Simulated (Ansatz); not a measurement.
Input file for `C1[SiH2][SnH2][S]1`:

```yaml
crystal:
  periodic: [false, false, false]
  atoms:
    - {symbol: C, position_ang: [-1.244599, 0.518406, -0.495971]}
    - {symbol: Si, position_ang: [-0.387479, -1.114742, -0.069836]}
    - {symbol: Sn, position_ang: [1.590327, 0.317527, 0.640537]}
    - {symbol: S, position_ang: [0.126053, 1.722600, -0.720445]}
    - {symbol: H, position_ang: [-1.825449, 0.471649, -1.419485]}
    - {symbol: H, position_ang: [-1.906067, 0.852235, 0.305952]}
    - {symbol: H, position_ang: [-1.127130, -2.015098, 0.859131]}
    - {symbol: H, position_ang: [-0.048157, -1.874529, -1.302154]}
    - {symbol: H, position_ang: [1.753272, 0.915310, 2.235294]}
    - {symbol: H, position_ang: [3.152429, 0.155543, -0.030024]}
basis:
  gaussian: {orbitals: def2-TZVPP}
correlation: {method: ccsd_t}
```

```sh
$ ansatz run in.yaml --threads 4 --pin off --events-out ev --progress --plain --max-ram 10444MiB
```

Log, shortened:

```
Functional definition: HF
1592 factors; integrals over basis functions are off by at most 1.1e-3 eV
mean field evaluation 1: about -25609.1725 eV, gradient 2.4e1 eV
mean field evaluation 2: about -25609.4517 eV, gradient 2.4e1 eV
mean field evaluation 4: about -25611.5998 eV, gradient 3.7e0 eV
mean field evaluation 8: about -25611.6533 eV, gradient 2.3e-1 eV
mean field -25611.65360294 eV, -941.2109097058 hartree, gradient 2.3e-6 eV, S^2 0.000000; 0 other end points of the search recorded, 0 dependent functions left out
15 core orbitals not correlated: weight in the atoms' cores, before any rotation towards them, 1.000 or more for the frozen orbitals, at most 0.000 for the correlated occupied ones
reference -25611.65360294 eV, -941.2109097058 hartree; 17, 17 occupied and 217, 217 virtual orbitals, 1592 factors
second order -21.72105235 eV of doubles, -0.00000000 eV of singles
cycle   1  -22.14418163 eV  change   -4.2e-1 eV  update   1.1e-1
cycle   2  -22.78417381 eV  change   -6.4e-1 eV  update   3.3e-2
cycle   3  -22.87991619 eV  change   -9.6e-2 eV  update   1.6e-2
cycle   4  -22.86879861 eV  change    1.1e-2 eV  update   4.1e-3
cycle   5  -22.86728885 eV  change    1.5e-3 eV  update   1.9e-3
cycle   6  -22.86748817 eV  change   -2.0e-4 eV  update   5.7e-4
cycle   7  -22.86726286 eV  change    2.3e-4 eV  update   2.3e-4
cycle   8  -22.86731808 eV  change   -5.5e-5 eV  update   8.2e-5
cycle   9  -22.86735742 eV  change   -3.9e-5 eV  update   3.0e-5
perturbative correction -0.92995145 eV, -0.0341750854 hartree
Total energy: -25635.45091182 eV, -942.0854446765 hartree
```

Hardware: 4 threads of an Arm Neoverse V1 on a shared host. Wall time 3.6 min, peak host memory 5.3 GiB.

Correlation energy per correlated electron: -0.700 eV. T1 diagnostic: 0.0132.
